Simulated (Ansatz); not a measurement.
Consider the ligand exchange at a B–Se bond: `NB([SeH])CO` + HCl → `NB(Cl)CO` + H₂Se.

Gas-phase electronic energies from Ansatz, PBE0-D4/def2-TZVP geometries. CBS: MP2 limit from def2 TZ/QZ plus the TZ coupled-cluster correction, frozen cores. This one scheme is used for every species. Functionals use def2-TZVPP. For Se outer-core shells are correlated without core-valence functions, which leaves a few kJ/mol of doubt a bond. Scalar relativity is left out up to krypton. Each species was taken in one conformer, which may not be the lowest.

| level | ΔE (kJ/mol) |
| --- | --- |
| PBE-D4 | -31.2 |
| B2PLYP | -35.8 |
| PBE | -33.7 |
| PBE0 | -34.4 |
| CCSD/def2-TZVPP | -31.6 |
| MP2/def2-QZVPP | -28.1 |
| SCS-MP2/def2-QZVPP | -31.1 |
| HF/CBS(def2) | -44.8 |

Q: What does CCSD(T)/CBS give? (Best estimate.)

A: The calculation gave: -29.5 kJ/mol. The listed levels differ from it by -1.7, -6.3, -4.2, -4.9, -2.1, 1.4, -1.6, -15.3 kJ/mol.

Largest T1 diagnostic among the species: 0.011.

In def2-TZVPP, CCSD(T) changes the Hartree–Fock value by +14.4 kJ/mol (the triples alone add +1.6 kJ/mol) and MP2 by +16.2 kJ/mol. The D4 term adds +4.1 kJ/mol with B3LYP and +2.2 kJ/mol with PBE0; it sums over pairs of atoms, weighted by their polarisabilities, and B3LYP, whose exchange is more repulsive, gets the larger term.

B3LYP here is the variant with VWN-RPA as its local correlation; programs differ in this.
